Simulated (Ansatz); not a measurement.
`O[SiH2][SiH](O)O` + `O[Si](O)(F)F` → `O[SiH](O)O[Si](O)(F)F` + `O[SiH3]`  (cleavage of the Si–Si bond)

Computed with Ansatz on PBE0-D4/def2-TZVP structures; ΔE is electronic, products minus reactants. CCSD(T)/CBS is the MP2 limit (def2-TZVPP, def2-QZVPP) plus CCSD(T) − MP2 in def2-TZVPP, frozen cores. Functionals use def2-TZVPP. B3LYP here is the variant with VWN-RPA as its local correlation; programs differ in this. Each species was taken in one conformer, which may not be the lowest.

Is it downhill or uphill in electronic energy at CCSD(T)/CBS, and by how much? (Estimate.)

Computed: Downhill: ΔE = -162.6 kJ/mol.

What do these levels give: PBE-D4, r2SCAN-D4, B3LYP, HF/def2-TZVPP, SCS-MP2/def2-TZVPP, MP2/CBS(def2)? (Best estimate.)

Ansatz gave: PBE-D4 -132.3, r2SCAN-D4 -156.9, B3LYP -157.0, HF/def2-TZVPP -188.3, SCS-MP2/def2-TZVPP -171.9, MP2/CBS(def2) -167.6 kJ/mol.

Largest T1 diagnostic among the species: 0.012.

From PBE to PBE0 (25 % exact exchange), in def2-TZVPP and without D4, ΔE moves by −12.7 kJ/mol. The D4 term adds −3.6 kJ/mol with B3LYP and −2.1 kJ/mol with PBE0; it sums over pairs of atoms, weighted by their polarisabilities, and B3LYP, whose exchange is more repulsive, gets the larger term.
